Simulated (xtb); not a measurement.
C₂H₈Si, charge -1, doublet, from a rough starting geometry (a state made from the parent by changing its charge; the spin is typed, not shown lowest); GFN2-xTB (xtb).

The xtb input:
```
$ xtb mol.xyz --gfn 2 --chrg -1 --uhf 1 --opt vtight --json

# file mol.xyz
11

Si     0.05338064    -0.60127974    -0.47827683
C      1.48340567     0.62160997    -0.02595388
C     -1.53181944    -0.13893771     0.48573336
H      0.38342322    -2.00169321    -0.12957029
H     -0.19670284    -0.49695284    -1.95789607
H      1.22331007     1.62425510    -0.23152947
H      2.35147456     0.32797406    -0.57701024
H      1.71418210     0.55735372     1.00135752
H     -2.28054374    -0.72337348     0.22620814
H     -1.81768898     0.96523831     0.25422749
H     -1.35957407    -0.15282980     1.57043970
```

It wrote (shortened):

```
   ID    Z sym.   atoms
    1   14 Si     1
    2    6 C      2, 3
    3    1 H      4-11

           -------------------------------------------------
          |                Calculation Setup                |
           -------------------------------------------------

           -------------------------------------------------
          |                 G F N 2 - x T B                 |
           -------------------------------------------------

          ...................................................
          :                      SETUP                      :
          :.................................................:
          :  # basis functions                  26          :
          :  # atomic orbitals                  25          :
          :  # shells                           15          :
          :  # electrons                        21          :
          :  max. iterations                   250          :
          :  Hamiltonian                  GFN2-xTB          :
          :  restarted?                      false          :
          :  GBSA solvation                  false          :
          :  PC potential                    false          :
          :  electronic temp.          300.0000000     K    :
          :  accuracy                    1.0000000          :
          :  -> integral cutoff          0.2500000E+02      :
          :  -> integral neglect         0.1000000E-07      :
          :  -> SCF convergence          0.1000000E-05 Eh   :
          :  -> wf. convergence          0.1000000E-03 e    :
          :  Broyden damping             0.4000000          :
          :  net charge                         -1          :
          :  unpaired electrons                  1          :
          ...................................................

 iter      E             dE          RMSdq      gap      omega  full diag
   1    -10.1992300 -0.101992E+02  0.443E+00    0.07       0.0  T
   2    -10.2554508 -0.562207E-01  0.314E+00    0.15       1.0  T
   3    -10.2576185 -0.216773E-02  0.219E+00    0.15       1.0  T
   4    -10.2585685 -0.949945E-03  0.180E+00    0.18       1.0  T
   5    -10.2587648 -0.196364E-03  0.191E+00    0.19       1.0  T
   6    -10.2576870  0.107778E-02  0.564E-01    0.19       1.0  T
   7    -10.2578197 -0.132622E-03  0.569E-01    0.19       1.0  T
   8    -10.2579199 -0.100215E-03  0.948E-01    0.18       1.0  T
   9    -10.2579097  0.102220E-04  0.593E-01    0.12       1.0  T
  10    -10.2578940  0.156701E-04  0.353E-01    0.10       1.0  T
  11    -10.2578870  0.700274E-05  0.297E-01    0.10       1.0  T
  12    -10.2578889 -0.192058E-05  0.288E-01    0.08       1.0  T
  13    -10.2578859  0.297635E-05  0.264E-01    0.08       1.0  T
  14    -10.2578695  0.164074E-04  0.907E-02    0.10       1.0  T
  15    -10.2578670  0.253306E-05  0.840E-02    0.11       1.0  T
  16    -10.2578653  0.164986E-05  0.763E-02    0.11       1.0  T
  17    -10.2578644  0.972403E-06  0.780E-02    0.12       1.0  T
  18    -10.2578635  0.859415E-06  0.809E-02    0.12       1.0  T
  19    -10.2578738 -0.102868E-04  0.128E-01    0.09       1.0  T
  20    -10.2578780 -0.423454E-05  0.165E-01    0.09       1.0  T
  21    -10.2578760  0.205661E-05  0.147E-01    0.09       1.0  T
  22    -10.2578720  0.393345E-05  0.112E-01    0.09       1.0  T
  23    -10.2578680  0.399479E-05  0.800E-02    0.10       1.0  T
  24    -10.2578648  0.324659E-05  0.703E-02    0.11       1.0  T
  25    -10.2578623  0.247574E-05  0.811E-02    0.12       1.0  T
  26    -10.2578623  0.374758E-07  0.814E-02    0.12       1.0  T
  27    -10.2578635 -0.117248E-05  0.744E-02    0.12       1.0  T
  28    -10.2578658 -0.234271E-05  0.706E-02    0.11       1.0  T
  29    -10.2578779 -0.120704E-04  0.162E-01    0.09       1.0  T
  30    -10.2579501 -0.722278E-04  0.586E-01    0.05       1.0  T
  31    -10.2616598 -0.370975E-02  0.321E+00    0.19       1.0  T
[...]
 * total energy  :   -10.1628885 Eh     change       -0.1260082E-02 Eh
 * total energy  :   -10.1636857 Eh     change       -0.7972353E-03 Eh
 * total energy  :   -10.1639534 Eh     change       -0.2676697E-03 Eh
 * total energy  :   -10.1640930 Eh     change       -0.1396663E-03 Eh
 * total energy  :   -10.1641901 Eh     change       -0.9710562E-04 Eh
 * total energy  :   -10.1642253 Eh     change       -0.3518477E-04 Eh
 * total energy  :   -10.1642329 Eh     change       -0.7559084E-05 Eh
 * total energy  :   -10.1642345 Eh     change       -0.1588418E-05 Eh
 * total energy  :   -10.1642351 Eh     change       -0.6566317E-06 Eh
 * total energy  :   -10.1642354 Eh     change       -0.2885348E-06 Eh
 * total energy  :   -10.1642355 Eh     change       -0.1104528E-06 Eh
 * total energy  :   -10.1642356 Eh     change       -0.5745432E-07 Eh
   *** GEOMETRY OPTIMIZATION CONVERGED AFTER 17 ITERATIONS ***
         :: total energy             -10.164235585241 Eh    ::
[...]
        12                          0.0988848               2.6908 (LUMO)
        13                          0.1764298               4.8009
        14                          0.1851247               5.0375
        15                          0.2101360               5.7181
        16                          0.3031645               8.2495
        17                          0.3653986               9.9430
        18                          0.3787422              10.3061
        19                          0.3994358              10.8692
        20                          0.4232726              11.5178
        21                          0.4259319              11.5902
        22                          0.4349895              11.8367
       ...                                ...                  ...
        25                          1.1894641              32.3670
      -------------------------------------------------------------
                  HL-Gap            0.1116034 Eh            3.0369 eV
             Fermi-level           -0.0205800 Eh           -0.5600 eV

     #   Z          covCN         q      C6AA      α(0)
     1  14 Si       3.441     0.187   112.269    20.682
     2   6 C        3.645    -0.151    23.796     7.011
     3   6 C        3.645    -0.151    23.796     7.011
     4   1 H        0.849    -0.211    11.798     5.383
     5   1 H        0.849    -0.211    11.768     5.376
     6   1 H        0.924    -0.071     4.652     3.373
     7   1 H        0.924    -0.089     5.192     3.563
     8   1 H        0.924    -0.071     4.658     3.375
     9   1 H        0.924    -0.089     5.193     3.564
    10   1 H        0.924    -0.071     4.654     3.374
    11   1 H        0.924    -0.071     4.656     3.374

 Mol. C6AA /au·bohr⁶  :       1610.923932
 Mol. C8AA /au·bohr⁸  :      44090.449316
 Mol. α(0) /au        :         66.086376

Wiberg/Mayer (AO) data.
largest (>0.10) Wiberg bond orders for each atom

 ---------------------------------------------------------------------------
     #   Z sym  total        # sym  WBO       # sym  WBO       # sym  WBO
 ---------------------------------------------------------------------------
     1  14 Si   3.134 --     5 H    0.860     4 H    0.860     2 C    0.761
                             3 C    0.761
     2   6 C    3.885 --     7 H    1.016     8 H    1.009     6 H    1.009
                             1 Si   0.761
     3   6 C    3.885 --     9 H    1.016    11 H    1.009    10 H    1.009
                             1 Si   0.761
     4   1 H    0.950 --     1 Si   0.860
     5   1 H    0.951 --     1 Si   0.860
     6   1 H    0.995 --     2 C    1.009
     7   1 H    0.992 --     2 C    1.016
     8   1 H    0.995 --     2 C    1.009
     9   1 H    0.992 --     3 C    1.016
    10   1 H    0.995 --     3 C    1.009
    11   1 H    0.995 --     3 C    1.009
 ---------------------------------------------------------------------------

Topologies differ in total number of bonds
Writing topology from bond orders to xtbtopo.mol

molecular dipole:
                 x           y           z       tot (Debye)
 q only:       -0.010       0.077       0.038
   full:       -0.089       1.007       0.819       3.307
molecular quadrupole (traceless):
                xx          xy          yy          xz          yz          zz
 q only:       -5.919      -1.837       3.198       1.073       2.193       2.721
  q+dip:       -3.212      -1.335       1.235       1.243      -1.207       1.978
   full:       -0.522      -0.169       0.213       0.133       0.088       0.309

optimized geometry written to: xtbopt.xyz

           -------------------------------------------------
          | TOTAL ENERGY              -10.164235585241 Eh   |
          | GRADIENT NORM               0.000076972859 Eh/α |
          | HOMO-LUMO GAP               3.036882695581 eV   |
           -------------------------------------------------
```
